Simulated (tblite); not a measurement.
Species: C5H14GeO.
Numbering: `[CH3:1][CH:2]([CH3:3])[O:4][CH2:5][CH2:6][GeH3:7]` (hydrogens: H8, H9, H10 on C1; H11 on C2; H12, H13, H14 on C3; H15, H16 on C5; H17, H18 on C6; H19, H20, H21 on Ge7)

Computed with GFN2-xTB (tblite), gas phase: L-BFGS steps from a force-field or distance-geometry start until the largest atomic force falls under 0.01 eV/Å.

Step 16: E = -648.1126 eV
```
atom  x, y, z in Å  |  force x, y, z in eV/Å
C1     -2.4219    0.7817    0.8258   -0.061   0.064   0.063
C2     -1.5032   -0.1582    0.0404   -0.135   0.044  -0.021
C3     -1.8408   -0.1593   -1.4589    0.032  -0.034  -0.138
O4     -0.1495    0.2575    0.2255    0.057   0.044  -0.097
C5      0.6806   -0.6669    0.8801   -0.047  -0.090   0.007
C6      2.1088   -0.1473    0.9365   -0.083  -0.131   0.188
Ge7     2.9309    0.2710   -0.8129   -0.136   0.131   0.015
H8     -2.2873    0.6232    1.8973   -0.011   0.101  -0.113
H9     -2.1600    1.8096    0.5815   -0.019  -0.037   0.048
H10    -3.4744    0.6205    0.5766    0.246  -0.078   0.046
H11    -1.6283   -1.1785    0.4301    0.058   0.032   0.039
H12    -1.0522    0.3527   -2.0034    0.032   0.043   0.017
H13    -1.9082   -1.1778   -1.8363    0.007   0.050  -0.031
H14    -2.7797    0.3495   -1.6681    0.053  -0.050   0.093
H15     0.3008   -0.8689    1.8991    0.071   0.078  -0.035
H16     0.6622   -1.6191    0.3329    0.054  -0.138  -0.050
H17     2.7032   -0.9276    1.4139    0.127  -0.046  -0.019
H18     2.1663    0.7151    1.6016   -0.091   0.112  -0.162
H19     2.1237    1.1325   -1.7304    0.008  -0.042   0.119
H20     3.2864   -0.9713   -1.5752   -0.073  -0.025   0.043
H21     4.2338    0.9785   -0.5566   -0.088  -0.025  -0.011
```

Step 17: E = -648.1226 eV
```
atom  x, y, z in Å  |  force x, y, z in eV/Å
C1     -2.4149    0.7816    0.8231    0.007   0.070   0.043
C2     -1.5037   -0.1661    0.0382   -0.134   0.078  -0.017
C3     -1.8365   -0.1537   -1.4618    0.028  -0.038  -0.056
O4     -0.1459    0.2422    0.2192   -0.028  -0.011  -0.034
C5      0.6790   -0.6776    0.8847   -0.009  -0.108  -0.037
C6      2.0991   -0.1476    0.9393    0.026  -0.078   0.150
Ge7     2.9167    0.2724   -0.8082   -0.060   0.143  -0.070
H8     -2.2687    0.6381    1.8938   -0.015   0.073  -0.067
H9     -2.1478    1.8038    0.5640   -0.039   0.002   0.045
H10    -3.4691    0.6217    0.5862    0.218  -0.082   0.032
H11    -1.6405   -1.1877    0.4241    0.099   0.074   0.029
H12    -1.0431    0.3653   -1.9932   -0.005   0.015  -0.009
H13    -1.9008   -1.1717   -1.8362    0.014   0.028  -0.116
H14    -2.7768    0.3536   -1.6686    0.063  -0.049   0.078
H15     0.3049   -0.8803    1.9040    0.002   0.094  -0.021
H16     0.6741   -1.6301    0.3403    0.009  -0.181  -0.063
H17     2.7090   -0.9127    1.4167    0.132  -0.111   0.028
H18     2.1476    0.7189    1.5946   -0.085   0.185  -0.084
H19     2.1150    1.1387   -1.7262   -0.004  -0.047   0.116
H20     3.2673   -0.9735   -1.5716   -0.077   0.006   0.054
H21     4.2261    0.9817   -0.5630   -0.141  -0.064  -0.002
```

Step 18: E = -648.1327 eV
```
atom  x, y, z in Å  |  force x, y, z in eV/Å
C1     -2.4064    0.7829    0.8208    0.093   0.060   0.004
C2     -1.5068   -0.1744    0.0357   -0.051   0.084  -0.010
C3     -1.8313   -0.1484   -1.4660    0.021  -0.028   0.044
O4     -0.1436    0.2245    0.2135   -0.073  -0.082   0.027
C5      0.6771   -0.6917    0.8894    0.047  -0.106  -0.075
C6      2.0894   -0.1485    0.9454    0.128  -0.004   0.061
Ge7     2.8999    0.2765   -0.8040    0.010   0.079  -0.097
H8     -2.2476    0.6563    1.8893   -0.004   0.039   0.008
H9     -2.1340    1.7977    0.5444   -0.059   0.062   0.034
H10    -3.4603    0.6222    0.5983    0.121  -0.080   0.007
H11    -1.6527   -1.1972    0.4178    0.116   0.108   0.020
H12    -1.0332    0.3794   -1.9822   -0.042  -0.014  -0.032
H13    -1.8925   -1.1646   -1.8408    0.027   0.000  -0.187
H14    -2.7724    0.3574   -1.6683    0.048  -0.035   0.045
H15     0.3093   -0.8922    1.9095   -0.075   0.088  -0.012
H16     0.6875   -1.6459    0.3475   -0.037  -0.176  -0.051
H17     2.7180   -0.8981    1.4211    0.104  -0.126   0.071
H18     2.1257    0.7274    1.5866   -0.081   0.192  -0.017
H19     2.1051    1.1448   -1.7208   -0.044  -0.021   0.084
H20     3.2446   -0.9750   -1.5671   -0.083   0.046   0.065
H21     4.2153    0.9838   -0.5706   -0.166  -0.085   0.010
```

**Question.** Estimate the geometry and energy of step 19. (The exact step hangs on the optimiser's Hessian estimate; all steps are aligned on step 18, rigid shifts and turns removed.)

**Answer.** E = -648.1427 eV, largest force 0.230 eV/Å
```
atom  x, y, z in Å  |  force x, y, z in eV/Å
C1     -2.3958    0.7854    0.8185    0.152   0.040  -0.030
C2     -1.5111   -0.1826    0.0329    0.075   0.060   0.003
C3     -1.8254   -0.1437   -1.4700    0.009  -0.018   0.113
O4     -0.1427    0.2036    0.2088   -0.048  -0.126   0.066
C5      0.6761   -0.7089    0.8935    0.107  -0.081  -0.081
C6      2.0816   -0.1488    0.9534    0.177   0.060  -0.034
Ge7     2.8820    0.2822   -0.8014    0.047  -0.027  -0.062
H8     -2.2242    0.6769    1.8848    0.016   0.006   0.074
H9     -2.1196    1.7922    0.5232   -0.075   0.123   0.022
H10    -3.4489    0.6221    0.6122    0.005  -0.067  -0.018
H11    -1.6643   -1.2059    0.4112    0.105   0.116   0.021
H12    -1.0234    0.3940   -1.9707   -0.072  -0.039  -0.049
H13    -1.8829   -1.1566   -1.8505    0.041  -0.017  -0.226
H14    -2.7666    0.3610   -1.6675    0.013  -0.016   0.007
H15     0.3124   -0.9040    1.9153   -0.129   0.062  -0.022
H16     0.7012   -1.6661    0.3545   -0.071  -0.130  -0.019
H17     2.7294   -0.8841    1.4275    0.046  -0.082   0.097
H18     2.1009    0.7401    1.5785   -0.069   0.121   0.020
H19     2.0934    1.1511   -1.7141   -0.100   0.023   0.034
H20     3.2184   -0.9754   -1.5614   -0.082   0.074   0.063
H21     4.2008    0.9843   -0.5791   -0.149  -0.080   0.023
```

The energy changes by -0.0100 eV. The first-order estimate −F·Δx gives -0.0137 eV and the mean of the old and new forces, exact on a quadratic surface, -0.0099 eV. The step makes an angle of 75° with the force vector and moves no atom by more than 0.031 Å.

The cost below is that of the whole relaxation. On one thread, Arm Neoverse N1 (aarch64), no GPU, shared host, this took 2.3 s of wall time.
